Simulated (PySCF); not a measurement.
B3LYP has the VWN-RPA correlation part, as in Gaussian. 

# Br$_{2}$ClSi, SMILES `Cl[Si](Br)Br` (charge 0, multiplicity 2)

The numbers are results of B3LYP-D3(BJ)/def2-TZVP (PySCF), not measurements.

```
Quantity                                            Result
-----------------------------  ---------------------------
highest occupied spin orbital                     -6.75 eV
dipole moment                                       0.55 D
total energy                                 -5898.2314 Ha
cost                           very roughly 5 core-minutes
```

```xyz
4

Cl    -0.2559     1.9601    -0.1911
Si    -0.0051     0.0489     0.5371
Br    -1.6874    -1.2414    -0.1687
Br     1.9484    -0.7676    -0.1772
```
Charge 0, spin multiplicity 2.
